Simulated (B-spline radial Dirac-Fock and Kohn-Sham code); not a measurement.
# What relativity does to the binding energies of Mn

System: the free manganese atom, configuration [Ar] 3d5 4s2.

Both columns are ΔSCF binding energies of the configuration average from a B-spline atomic structure program: non-relativistic Hartree-Fock with a point nucleus, and Dirac-Fock with a finite nucleus and the Coulomb interaction alone, averaged over the two j levels with weights 2j+1.

```
shell  Hartree-Fock (eV)  Dirac-Fock (eV)  shift (eV)  shift (%)
   1s             6505.1           6560.5      +55.43      +0.85
   2s              774.3            785.7      +11.38      +1.47
   2p              655.9            657.7       +1.85      +0.28
   3s              99.26            100.9       +1.68      +1.70
   3p              63.10            63.33       +0.23      +0.36
   3d              11.32            11.00       -0.32      -2.82
   4s               6.56             6.64       +0.08      +1.19
```

Relativity binds 1s, 2s, 2p, 3s, 3p, 4s more strongly, among those listed most of all 3s in relative terms, and 3d more weakly, because the contracted s and p shells screen the nucleus better.

Values without a named source are computed, but for edge energies of neutral atoms, which are taken from tables.
